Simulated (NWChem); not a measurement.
# Atomisation of C₂H₅BO₂

```
C
O 1 1.1923
O 1 1.3769 2 122.54
B 3 1.3649 1 123.22 2 -25.89
C 1 1.4956 2 126.58 3 177.89
H 5 1.0953 1 109.97 2 1.15
H 5 1.1001 6 110.29 1 120.80
H 5 1.1002 6 110.38 7 117.87
H 4 1.2050 3 120.49 1 -8.19
H 4 1.2059 9 123.99 3 177.74
```
Charge 0, spin multiplicity 1.

Program: NWChem. All single points use one geometry, from PBE0/def2-SVP, a minimum by its harmonic frequencies. It is one conformer; others weren't searched.

Basis set: def2-TZVP. The atomisation energy is electronic alone: no zero-point, thermal, spin-orbit or counterpoise terms. No value is extrapolated to the basis-set limit. Free atoms are single determinants with multiplicities B 2, H 2, O 3, C 3.

B3LYP has NWChem's definition, with VWN1-RPA local correlation. The structure started from a generated list of species. The stability of the SCF solutions was not checked.

Question: For the atomisation energy, PBE0 gives 998.9 kcal/mol and TPSS gives 999.5 kcal/mol. What do PBE, B3LYP, M06-2X give?

Answer: PBE: 1023.3 kcal/mol; B3LYP: 993.2 kcal/mol; M06-2X: 1002.2 kcal/mol.
